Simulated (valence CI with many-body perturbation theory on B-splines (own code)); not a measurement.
Xe³³⁺: M1 decay

Level of theory: valence CI with perturbative core correlation (CI+MBPT): three valence electrons over a frozen Dirac-Fock core [Ar], radial functions for each j: 9 s, 9 p, 10 d, 8 f, 5 g, 3 h, 1 i, with the one-electron correlation potential Σ1 (screened to all orders), the two-electron term Σ2, the three-electron term Σ3, Breit, model QED; selected single and double excitations, second order for the rest (own B-spline code, finite nucleus).

No measured spectrum was set against this ion. As an estimate, large intervals hold to a few tenths of a per cent, small ones and those within an open d or f shell to about a per cent. Only levels of the ground parity were solved; by the run's estimate the other parity begins above the list, which can be wrong where configurations are misplaced.

Lines 1 to 50 of 66 in falling wavelength, among levels below 547360 cm⁻¹, chosen from the decays that carry over 1 % of a level's rate. Wavelengths and rates use the calculated energies. S is in atomic units (e²a₀⁴ for E2 and M2, e²a₀⁶ for E3), for M1 in squared Bohr magnetons. Weak lines are less certain than strong ones. Lines between different terms over intervals too small for the method are left out, as are lines whose strength nearly cancels. The highest levels of a list are the least certain.

Levels are named by their leading jj configuration (3d3/2^4 stands for four electrons in 3d with j = 3/2), which in mixed levels can hold well under half, so a name can repeat and another be missing. Letters in brackets count levels of one name in rising energy.

```tsv
λ vac (nm)	Upper	Lower	Type	A (s⁻¹)	S (a.u.)
746.5	(3d3/2^2 3d5/2) J=9/2	(3d3/2^2 3d5/2) J=7/2	M1	2.81e+01	4.33e+00
445.3	(3d3/2^2 3d5/2) J=1/2	(3d3/2^2 3d5/2) J=3/2	M1	2.76e+02	1.81e+00
231.1	(3d3/2^2 3d5/2) J=7/2	(3d3/2^2 3d5/2) J=5/2 [a]	M1	1.99e+03	7.27e+00
228.7	(3d3/2^2 3d5/2) J=3/2	(3d3/2^2 3d5/2) J=5/2 [a]	M1	7.08e+02	1.26e+00
217.5	(3d3/2 3d5/2^2) J=5/2 [a]	(3d3/2 3d5/2^2) J=3/2 [a]	M1	5.79e+02	1.32e+00
182.9	(3d3/2 3d5/2^2) J=11/2	(3d3/2 3d5/2^2) J=9/2	M1	9.76e+02	2.66e+00
155.6	(3d3/2 3d5/2^2) J=5/2 [b]	(3d3/2 3d5/2^2) J=3/2 [a]	M1	7.41e+02	6.20e-01
123.0	(3d5/2^3) J=9/2	(3d3/2 3d5/2^2) J=11/2	M1	1.74e+03	1.20e+00
113.1	(3d3/2 3d5/2^2) J=5/2 [a]	(3d3/2 3d5/2^2) J=7/2 [a]	M1	1.31e+03	4.20e-01
112.3	(3d3/2^2 3d5/2) J=5/2 [a]	(3d3/2^3) J=3/2	M1	2.20e+04	6.92e+00
104.3	(3d3/2 3d5/2^2) J=3/2 [b]	(3d5/2^3) J=3/2	M1	1.80e+03	3.03e-01
98.05	(3d3/2 3d5/2^2) J=7/2 [a]	(3d3/2^2 3d5/2) J=7/2	M1	1.10e+04	3.07e+00
97.34	(3d3/2 3d5/2^2) J=9/2	(3d3/2^2 3d5/2) J=9/2	M1	1.85e+04	6.34e+00
96.60	(3d3/2^2 3d5/2) J=5/2 [b]	(3d3/2^2 3d5/2) J=3/2	M1	8.93e+03	1.79e+00
96.17	(3d3/2^2 3d5/2) J=5/2 [b]	(3d3/2^2 3d5/2) J=7/2	M1	1.05e+03	2.07e-01
95.49	(3d3/2 3d5/2^2) J=5/2 [b]	(3d3/2^2 3d5/2) J=5/2 [b]	M1	1.28e+04	2.47e+00
93.71	(3d3/2 3d5/2^2) J=5/2 [b]	(3d3/2 3d5/2^2) J=7/2 [a]	M1	4.12e+02	7.55e-02
88.68	(3d5/2^3) J=3/2	(3d3/2 3d5/2^2) J=1/2	M1	1.04e+04	1.07e+00
86.11	(3d3/2 3d5/2^2) J=9/2	(3d3/2^2 3d5/2) J=7/2	M1	1.34e+04	3.17e+00
82.90	(3d3/2 3d5/2^2) J=7/2 [b]	(3d3/2^2 3d5/2) J=5/2 [b]	M1	9.97e+02	1.69e-01
82.30	(3d3/2 3d5/2^2) J=3/2 [a]	(3d3/2^2 3d5/2) J=1/2	M1	8.08e+03	6.68e-01
81.55	(3d3/2 3d5/2^2) J=7/2 [b]	(3d3/2 3d5/2^2) J=7/2 [a]	M1	3.30e+03	5.31e-01
81.11	(3d5/2^3) J=5/2	(3d5/2^3) J=3/2	M1	2.54e+03	3.02e-01
79.19	(3d5/2^3) J=3/2	(3d3/2 3d5/2^2) J=3/2 [a]	M1	1.80e+04	1.33e+00
75.31	(3d3/2^2 3d5/2) J=3/2	(3d3/2^3) J=3/2	M1	2.25e+04	1.43e+00
74.07	(3d3/2 3d5/2^2) J=1/2	(3d3/2^2 3d5/2) J=1/2	M1	4.55e+04	1.37e+00
73.55	(3d5/2^3) J=9/2	(3d3/2 3d5/2^2) J=9/2	M1	3.25e+04	4.79e+00
69.46	(3d3/2 3d5/2^2) J=3/2 [a]	(3d3/2^2 3d5/2) J=3/2	M1	4.72e+04	2.35e+00
68.84	(3d3/2 3d5/2^2) J=7/2 [a]	(3d3/2^2 3d5/2) J=5/2 [a]	M1	4.42e+04	4.28e+00
67.91	(3d3/2^2 3d5/2) J=5/2 [b]	(3d3/2^2 3d5/2) J=5/2 [a]	M1	1.78e+03	1.24e-01
66.62	(3d5/2^3) J=9/2	(3d3/2 3d5/2^2) J=7/2 [a]	M1	4.07e+04	4.46e+00
64.41	(3d3/2^2 3d5/2) J=1/2	(3d3/2^3) J=3/2	M1	7.58e+03	1.50e-01
63.53	(3d3/2 3d5/2^2) J=11/2	(3d3/2^2 3d5/2) J=9/2	M1	1.41e+04	1.61e+00
63.50	(3d3/2 3d5/2^2) J=1/2	(3d3/2^2 3d5/2) J=3/2	M1	1.70e+03	3.23e-02
63.36	(3d3/2 3d5/2^2) J=3/2 [b]	(3d3/2 3d5/2^2) J=5/2 [b]	M1	3.65e+03	1.38e-01
59.98	(3d5/2^3) J=3/2	(3d3/2^2 3d5/2) J=5/2 [b]	M1	2.79e+04	8.93e-01
59.04	(3d5/2^3) J=5/2	(3d3/2 3d5/2^2) J=7/2 [b]	M1	1.54e+04	7.05e-01
56.77	(3d3/2 3d5/2^2) J=3/2 [b]	(3d3/2 3d5/2^2) J=5/2 [a]	M1	3.51e+04	9.51e-01
53.97	(3d5/2^3) J=5/2	(3d3/2 3d5/2^2) J=5/2 [b]	M1	4.51e+04	1.58e+00
53.28	(3d3/2 3d5/2^2) J=3/2 [a]	(3d3/2^2 3d5/2) J=5/2 [a]	M1	2.82e+04	6.33e-01
52.65	(3d3/2 3d5/2^2) J=5/2 [a]	(3d3/2^2 3d5/2) J=3/2	M1	1.20e+04	3.88e-01
52.52	(3d3/2 3d5/2^2) J=5/2 [a]	(3d3/2^2 3d5/2) J=7/2	M1	1.44e+04	4.65e-01
48.02	(3d3/2 3d5/2^2) J=5/2 [b]	(3d3/2^2 3d5/2) J=3/2	M1	5.95e+03	1.47e-01
47.94	(3d3/2 3d5/2^2) J=3/2 [b]	(3d3/2 3d5/2^2) J=1/2	M1	9.67e+03	1.58e-01
47.91	(3d3/2 3d5/2^2) J=5/2 [b]	(3d3/2^2 3d5/2) J=7/2	M1	6.89e+03	1.69e-01
47.35	(3d3/2 3d5/2^2) J=7/2 [b]	(3d3/2^2 3d5/2) J=9/2	M1	1.08e+04	3.39e-01
45.02	(3d3/2 3d5/2^2) J=3/2 [b]	(3d3/2 3d5/2^2) J=3/2 [a]	M1	1.78e+04	2.40e-01
44.52	(3d3/2 3d5/2^2) J=7/2 [b]	(3d3/2^2 3d5/2) J=7/2	M1	6.14e+03	1.61e-01
42.80	(3d3/2 3d5/2^2) J=5/2 [a]	(3d3/2^2 3d5/2) J=5/2 [a]	M1	4.75e+03	8.28e-02
42.32	(3d3/2^2 3d5/2) J=5/2 [b]	(3d3/2^3) J=3/2	M1	2.01e+03	3.39e-02
```
